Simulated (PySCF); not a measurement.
## Calculated data, CH6AlB2, CH4AlBSi, AlBClH2O, B2H6NSi and others

Calculation on a computer-drawn molecule: optimised geometry and harmonic frequencies of an isolated molecule of the commonest isotopes, restricted reference for singlets and unrestricted otherwise, frozen core in MP2. Program: PySCF 2.14.0.

```json
{"entry": 1, "formula": "CH6AlB2", "start_structure": {"atoms_angstrom": [["B", 1.204, -2.3832, -0.3909], ["C", 1.8242, -1.8764, 0.9411], ["B", 2.8672, -0.9276, 1.4128], ["Al", 0.4815, -2.978, 1.9116], ["H", 0.0853, -2.6952, -0.3728], ["H", 1.8212, -2.388, -1.3547], ["H", 3.918, -1.1103, 0.9269], ["H", 2.696, 0.0251, 2.0846], ["H", -0.8269, -2.3762, 2.4586], ["H", 0.6992, -4.4746, 2.3217]]}, "given": {"charge": 0, "multiplicity": 2, "method": "HF", "basis": "cc-pV(D+d)Z", "drawn_bonds_atom": [1, 2, 2, 1, 1, 3, 3, 4, 4], "drawn_bonds_other_atom": [2, 3, 4, 5, 6, 7, 8, 9, 10], "drawn_bonds_order": [1, 1, 1, 1, 1, 1, 1, 1, 1]}, "results": {"optimised_atom_element": ["B", "C", "B", "Al", "H", "H", "H", "H", "H", "H"], "optimised_atom_x [angstrom]": [1.377, 1.504, 2.505, 0.5426, 0.3323, 2.341, 3.68, 2.155, 0.743, -0.4112], "optimised_atom_y [angstrom]": [-2.406, -1.969, -0.8992, -2.986, -2.343, -2.839, -1.05, 0.09093, -2.62, -4.163], "optimised_atom_z [angstrom]": [-0.6034, 0.8602, 1.309, 2.228, -1.195, -1.182, 1.087, 1.895, 3.749, 1.791], "modes_frequency [cm^-1]": [120.6, 164.2, 196.6, 231.2, 248.0, 277.1, 545.5, 557.3, 632.9, 785.6, 842.9, 894.1, 972.4, 1036, 1115, 1206, 1311, 1322, 1999, 2002, 2636, 2651, 2706, 2712], "modes_reduced_mass [dalton]": [1.058, 2.576, 2.832, 1.866, 1.036, 1.196, 1.211, 4.913, 1.176, 1.237, 1.087, 1.704, 2.552, 1.409, 1.668, 1.898, 1.243, 1.881, 1.061, 1.024, 1.051, 1.054, 1.123, 1.124], "rotational_constants [GHz]": [8.227, 4.315, 2.943], "total_energy [hartree]": -332.5888, "spin_squared": 0.7605, "convergence_status_largest_gradient_component [hartree/bohr]": 3.367e-05}}
{"entry": 2, "formula": "CH4AlBSi", "start_structure": {"atoms_angstrom": [["B", -2.587, -2.2081, -1.1718], ["C", -2.1847, -0.7949, -0.6325], ["Al", -4.0115, 0.1207, -0.5723], ["Si", -0.5484, -0.2555, -0.33], ["H", -3.7185, -2.3922, -1.516], ["H", -1.8046, -3.0228, -1.4128], ["H", 0.6787, -0.3174, -1.1409], ["H", -0.0561, 0.3636, 0.9556]]}, "given": {"charge": 0, "multiplicity": 1, "method": "HF", "basis": "cc-pV(D+d)Z", "drawn_bonds_atom": [1, 2, 2, 1, 1, 4, 4], "drawn_bonds_other_atom": [2, 3, 4, 5, 6, 7, 8], "drawn_bonds_order": [1, 1, 2, 1, 1, 1, 1]}, "results": {"optimised_atom_element": ["B", "C", "Al", "Si", "H", "H", "H", "H"], "optimised_atom_x [angstrom]": [-2.48, -2.29, -3.944, -0.6617, -3.586, -1.552, 0.5145, -0.2336], "optimised_atom_y [angstrom]": [-2.09, -0.7606, 0.1891, -0.3336, -2.506, -2.775, -1.121, 0.8905], "optimised_atom_z [angstrom]": [-1.331, -0.5692, -0.07463, -0.2814, -1.598, -1.696, -0.6972, 0.4274], "modes_frequency [cm^-1]": [120.0, 163.0, 201.5, 258.5, 376.0, 481.8, 695.0, 714.2, 879.1, 1059, 1066, 1113, 1208, 1354, 2337, 2351, 2595, 2643], "modes_reduced_mass [dalton]": [5.131, 2.626, 2.903, 1.194, 1.066, 5.945, 1.324, 1.207, 1.66, 1.129, 1.385, 2.732, 4.619, 1.288, 1.04, 1.044, 1.053, 1.121], "rotational_constants [GHz]": [7.511, 3.04, 2.164], "total_energy [hartree]": -595.6669, "convergence_status_largest_gradient_component [hartree/bohr]": 1.766e-05}}
{"entry": 3, "formula": "AlBClH2O", "start_structure": {"atoms_angstrom": [["B", 0.6243, 1.2704, -1.3147], ["O", 0.3806, 1.5572, 0.0583], ["Al", 0.1067, 1.9069, 1.6037], ["Cl", -1.5883, 1.6757, 2.8188], ["H", 1.0566, 0.2278, -1.5396], ["H", 0.3946, 2.0778, -2.0867]]}, "given": {"charge": 0, "multiplicity": 2, "method": "HF", "basis": "cc-pV(D+d)Z", "drawn_bonds_atom": [1, 2, 3, 1, 1], "drawn_bonds_other_atom": [2, 3, 4, 5, 6], "drawn_bonds_order": [1, 1, 1, 1, 1]}, "results": {"optimised_atom_element": ["B", "O", "Al", "Cl", "H", "H"], "optimised_atom_x [angstrom]": [0.5873, 0.463, 0.2583, -1.626, 0.9796, 0.3119], "optimised_atom_y [angstrom]": [1.273, 1.6, 2.0, 1.585, 0.1749, 2.083], "optimised_atom_z [angstrom]": [-1.22, 0.07727, 1.696, 2.578, -1.523, -2.069], "modes_frequency [cm^-1]": [74.72, 81.82, 122.8, 227.1, 502.1, 719.5, 1066, 1144, 1319, 1448, 2646, 2707], "modes_reduced_mass [dalton]": [4.423, 3.146, 1.151, 14.07, 22.75, 7.911, 1.332, 1.365, 1.337, 4.046, 1.047, 1.129], "rotational_constants [GHz]": [16.01, 2.089, 1.878], "total_energy [hartree]": -802.2806, "spin_squared": 0.7527, "convergence_status_largest_gradient_component [hartree/bohr]": 2.314e-05}}
{"entry": 4, "formula": "AlBClH2O", "start_structure": {"atoms_angstrom": [["B", 0.5873, 1.273, -1.2198], ["O", 0.463, 1.6003, 0.0773], ["Al", 0.2583, 1.9999, 1.6957], ["Cl", -1.6257, 1.5852, 2.5783], ["H", 0.9796, 0.1749, -1.5231], ["H", 0.3119, 2.0825, -2.0686]]}, "given": {"charge": 0, "multiplicity": 2, "method": "MP2", "basis": "cc-pV(D+d)Z", "drawn_bonds_atom": [1, 2, 3, 1, 1], "drawn_bonds_other_atom": [2, 3, 4, 5, 6], "drawn_bonds_order": [1, 1, 1, 1, 1]}, "results": {"optimised_atom_element": ["B", "O", "Al", "Cl", "H", "H"], "optimised_atom_x [angstrom]": [0.5968, 0.3916, 0.2316, -1.619, 1.028, 0.3451], "optimised_atom_y [angstrom]": [1.268, 1.568, 1.988, 1.617, 0.1763, 2.098], "optimised_atom_z [angstrom]": [-1.249, 0.05858, 1.707, 2.662, -1.545, -2.094], "modes_frequency [cm^-1]": [34.98, 63.93, 144.7, 204.3, 501.1, 685.0, 1018, 1090, 1265, 1398, 2598, 2678], "modes_reduced_mass [dalton]": [4.004, 4.498, 1.076, 14.79, 20.56, 8.551, 1.316, 1.353, 1.306, 4.283, 1.047, 1.131], "rotational_constants [GHz]": [17.33, 2.008, 1.829], "total_energy [hartree]": -802.7223, "spin_squared": 0.7527, "convergence_status_largest_gradient_component [hartree/bohr]": 4.179e-05}}
{"entry": 5, "formula": "B2H6NSi", "start_structure": {"atoms_angstrom": [["B", -3.4025, 0.396, 2.0738], ["Si", -1.7093, 0.1647, 1.1351], ["B", -0.1558, 1.412, 0.9254], ["N", -1.5178, -1.3389, 0.3795], ["H", -4.3418, 0.8802, 1.5069], ["H", -3.5324, 0.0766, 3.1878], ["H", -0.1674, 2.1078, -0.0393], ["H", 0.6744, 1.4278, 1.65], ["H", -2.1964, -2.1068, 0.4037], ["H", -0.7106, -1.6146, -0.1051]]}, "given": {"charge": 1, "multiplicity": 1, "method": "HF", "basis": "cc-pV(D+d)Z", "drawn_bonds_atom": [1, 2, 2, 1, 1, 3, 3, 4, 4], "drawn_bonds_other_atom": [2, 3, 4, 5, 6, 7, 8, 9, 10], "drawn_bonds_order": [1, 1, 1, 1, 1, 1, 1, 1, 1]}, "results": {"optimised_atom_element": ["B", "Si", "B", "N", "H", "H", "H", "H", "H", "H"], "optimised_atom_x [angstrom]": [-3.451, -1.7, -0.1635, -1.508, -4.365, -3.516, -0.1605, 0.6888, -2.191, -0.6937], "optimised_atom_y [angstrom]": [0.413, 0.09431, 1.424, -1.38, 0.9023, 0.1175, 2.162, 1.444, -2.118, -1.655], "optimised_atom_z [angstrom]": [2.09, 1.089, 0.8912, 0.3716, 1.505, 3.241, -0.04263, 1.722, 0.4006, -0.1504], "modes_frequency [cm^-1]": [87.9, 113.2, 163.9, 205.2, 227.7, 456.7, 548.4, 656.8, 657.0, 669.6, 728.0, 838.8, 951.7, 960.7, 1041, 1219, 1235, 1700, 2735, 2739, 2853, 2854, 3746, 3837], "modes_reduced_mass [dalton]": [1.012, 1.065, 3.079, 2.664, 2.9, 1.022, 4.656, 1.15, 1.256, 4.448, 1.403, 1.231, 1.473, 1.478, 4.874, 1.125, 1.127, 1.122, 1.047, 1.048, 1.13, 1.132, 1.052, 1.098], "rotational_constants [GHz]": [6.578, 5.02, 2.995], "total_energy [hartree]": -395.9725, "convergence_status_largest_gradient_component [hartree/bohr]": 2.034e-05}}
{"entry": 6, "formula": "B2FH4Si", "start_structure": {"atoms_angstrom": [["B", -1.6165, -0.6313, -1.072], ["Si", -0.2037, -0.0284, -0.187], ["B", 1.6161, -0.5364, 0.196], ["F", -0.5623, 1.4671, 0.5749], ["H", -1.5638, -1.7252, -1.6999], ["H", -2.7263, -0.1702, -1.155], ["H", 2.0252, -1.5512, -0.26], ["H", 2.406, 0.1205, 0.7717]]}, "given": {"charge": -1, "multiplicity": 1, "method": "HF", "basis": "aug-cc-pV(D+d)Z", "drawn_bonds_atom": [1, 2, 2, 1, 1, 3, 3], "drawn_bonds_other_atom": [2, 3, 4, 5, 6, 7, 8], "drawn_bonds_order": [1, 1, 1, 1, 1, 1, 1]}, "results": {"optimised_atom_element": ["B", "Si", "B", "F", "H", "H", "H", "H"], "optimised_atom_x [angstrom]": [-1.62, -0.2073, 1.577, -0.5642, -1.372, -2.737, 1.848, 2.451], "optimised_atom_y [angstrom]": [-0.6943, 0.1402, -0.5269, 1.59, -1.749, -0.2527, -1.581, 0.01877], "optimised_atom_z [angstrom]": [-1.088, -0.09126, 0.1501, 0.6354, -1.621, -1.226, -0.3739, 0.7827], "modes_frequency [cm^-1]": [114.9, 183.4, 245.1, 385.0, 538.6, 618.0, 642.0, 714.7, 773.7, 821.7, 843.8, 937.1, 1242, 1243, 2567, 2580, 2625, 2631], "modes_reduced_mass [dalton]": [4.441, 2.242, 4.038, 1.17, 1.012, 1.39, 4.938, 1.545, 3.993, 6.882, 1.265, 1.297, 1.223, 1.178, 1.053, 1.055, 1.123, 1.121], "rotational_constants [GHz]": [6.593, 5.843, 3.098], "total_energy [hartree]": -440.1006, "convergence_status_largest_gradient_component [hartree/bohr]": 2.424e-05}}
{"entry": 7, "formula": "BH5NSi2", "start_structure": {"atoms_angstrom": [["B", -0.7631, -1.0254, 3.4456], ["Si", -0.2473, -2.4838, 2.3272], ["N", 0.5987, -2.2773, 0.93], ["Si", 1.3843, -2.2332, -0.5177], ["H", -1.7798, -0.471, 3.279], ["H", -0.0325, -0.6236, 4.2535], ["H", -0.5277, -3.9306, 2.6639], ["H", 0.6296, -2.0599, -1.7319], ["H", 2.8663, -2.2636, -0.4907]]}, "given": {"charge": 1, "multiplicity": 1, "method": "HF", "basis": "cc-pV(D+d)Z", "drawn_bonds_atom": [1, 2, 3, 1, 1, 2, 4, 4], "drawn_bonds_other_atom": [2, 3, 4, 5, 6, 7, 8, 9], "drawn_bonds_order": [1, 1, 2, 1, 1, 1, 1, 1]}, "results": {"optimised_atom_element": ["B", "Si", "N", "Si", "H", "H", "H", "H", "H"], "optimised_atom_x [angstrom]": [-0.7536, -0.2142, 0.5849, 1.374, -1.81, -0.003681, -0.5538, 0.6704, 2.834], "optimised_atom_y [angstrom]": [-0.9811, -2.55, -2.357, -2.215, -0.4608, -0.6032, -3.921, -2.054, -2.226], "optimised_atom_z [angstrom]": [3.45, 2.28, 0.9018, -0.4695, 3.271, 4.294, 2.683, -1.739, -0.5113], "modes_frequency [cm^-1]": [108.6, 140.2, 162.2, 203.2, 260.8, 464.0, 584.9, 718.8, 741.5, 751.1, 784.5, 874.7, 981.7, 1061, 1230, 1500, 2389, 2423, 2451, 2734, 2845], "modes_reduced_mass [dalton]": [4.072, 1.39, 1.326, 1.485, 4.995, 1.094, 5.056, 4.276, 1.346, 1.268, 1.175, 1.337, 1.316, 1.086, 1.131, 13.78, 1.043, 1.028, 1.059, 1.048, 1.13], "rotational_constants [GHz]": [16.69, 1.922, 1.788], "total_energy [hartree]": -659.6497, "convergence_status_largest_gradient_component [hartree/bohr]": 2.412e-05}}
{"entry": 8, "formula": "B2H5Si", "start_structure": {"atoms_angstrom": [["B", -1.159, -0.7896, 1.2518], ["Si", 0.4181, 0.0723, 0.3537], ["B", 1.5105, 0.8806, 1.505], ["H", -0.7999, -1.4016, 2.1925], ["H", -2.247, -0.6993, 1.0251], ["H", -0.0658, 0.9863, -0.7934], ["H", 2.4854, 0.2126, 1.8857], ["H", 1.113, 1.7301, 2.3038]]}, "given": {"charge": -1, "multiplicity": 1, "method": "HF", "basis": "aug-cc-pV(D+d)Z", "drawn_bonds_atom": [1, 2, 1, 1, 2, 3, 3], "drawn_bonds_other_atom": [2, 3, 4, 5, 6, 7, 8], "drawn_bonds_order": [1, 1, 1, 1, 1, 1, 1]}, "results": {"optimised_atom_element": ["B", "Si", "B", "H", "H", "H", "H", "H"], "optimised_atom_x [angstrom]": [-1.197, -0.001663, 1.634, -0.9404, -2.22, -0.3628, 1.96, 2.384], "optimised_atom_y [angstrom]": [-0.9505, 0.4779, 0.9235, -1.624, -1.233, 1.285, 0.296, 1.816], "optimised_atom_z [angstrom]": [1.22, 0.6844, 1.624, 2.192, 0.6338, -0.5276, 2.606, 1.291], "modes_frequency [cm^-1]": [177.6, 187.4, 487.1, 548.4, 559.2, 677.2, 752.7, 754.4, 869.6, 889.8, 947.0, 1250, 1252, 2182, 2548, 2558, 2598, 2604], "modes_reduced_mass [dalton]": [1.42, 2.25, 1.011, 1.102, 1.05, 3.073, 4.334, 1.654, 1.152, 1.264, 1.303, 1.202, 1.168, 1.04, 1.055, 1.058, 1.12, 1.117], "rotational_constants [GHz]": [25.45, 5.87, 4.77], "total_energy [hartree]": -341.1662, "convergence_status_largest_gradient_component [hartree/bohr]": 2.182e-05}}
```
